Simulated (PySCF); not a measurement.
B(F)(Cl)(NMe2) (C₂H₆BClFN), SMILES CN(C)B(F)Cl. Geometry: B3LYP-D3(BJ)/def2-SVP. The values are those of a single conformer.

Question: Give the equilibrium geometry at B3LYP-D3(BJ)/def2-SVP (PySCF confirms it by a frequency run) as Cartesian coordinates in Å, and its point group. (The exact figures need the calculation; the answer reports its results.)

Answer: One answer among several that fit: point group Cs.
```xyz
12

B     -0.4630    -0.3201     0.0000
F     -1.7973    -0.3843     0.0000
Cl     0.4160    -1.8711     0.0000
N      0.1874     0.9160     0.0000
C     -0.5668     2.1599     0.0000
C      1.6271     1.0943     0.0000
H     -0.3249     2.7662     0.8916
H     -0.3249     2.7662    -0.8916
H     -1.6438     1.9544     0.0000
H      1.9522     1.6608    -0.8913
H      1.9522     1.6608     0.8913
H      2.1339     0.1227     0.0000
```
